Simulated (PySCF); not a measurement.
Ge(AsH2)(H)3 (AsGeH5), SMILES [GeH3][AsH2]. Heavy atoms are numbered as in [GeH3:1][AsH2:2]. Hydrogens are named by the atom that carries them.

Coordinates come from a r2SCAN-D4/def2-TZVP optimisation.

The numbers are results of HF/def2-TZVPD in PySCF, not measurements.

Mulliken values depend strongly on the basis, most of all with diffuse functions as here. ESP charges are fitted to the potential on shells at 1.4 to 2.0 van der Waals radii. Atomic charges (e), one atom of each kind:

```csv
atom,Mulliken,IAO,ESP fit
Ge1 (GeH3),-0.02,[?],0.35
As2 (AsH2),-0.46,[?],-0.18
H on Ge1,0.05,[?],-0.08
H on As2,0.17,[?],0.05
```

### Question
Complete the blanks. (Estimate from the structure and the level; the computed values follow.)

### Answer

- Ge1 (GeH3), IAO: 0.48
- As2 (AsH2), IAO: 0.06
- H on Ge1, IAO: -0.14
- H on As2, IAO: -0.07
